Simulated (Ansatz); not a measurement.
The cluster Cu2Br4. Charge 0, multiplicity 1. Geometry r2SCAN-D4/def2-SVP, basis def2-TZVP, Ansatz.

```xyz
6

Cu   -1.1644   -0.6734    0.5134
Cu    0.3010    1.3118   -0.5113
Br    2.4784    1.5890   -1.1443
Br   -0.7894   -2.8377    1.1406
Br    1.1819   -0.8738   -0.0026
Br   -2.0075    1.4841    0.0042
```

| run | HOMO (eV) | LUMO (eV) |
| --- | --- | --- |
| A | -8.51 | -5.44 |
| B | -6.30 | -6.06 |
| C | -7.23 | -5.91 |
| D | -7.42 | -5.84 |
| E | -6.48 | -6.23 |

B3LYP takes the VWN-RPA correlation. No other spin state of charge 0 was run. Another isomer (singlet) lies 0.08 eV lower at PBE0-D4/def2-TZVP; other spin states weren't run for this one.

Q: The runs used B3LYP, BHLYP, PBE, PBE0, r2SCAN. Estimate which is which.

A: A BHLYP (50 % exact exchange); B PBE (0 % exact exchange); C B3LYP (20 % exact exchange); D PBE0 (25 % exact exchange); E r2SCAN (0 % exact exchange). Exact exchange lowers occupied and raises empty levels; among semilocal functionals meta-GGAs tend to open the gap a little, and such runs are hard to tell apart. The gap grows from 0.24 eV (PBE) to 3.07 eV (BHLYP). This restricted singlet of an open-shell metal (gap down to 0.24 eV) wasn't tested against broken symmetry.
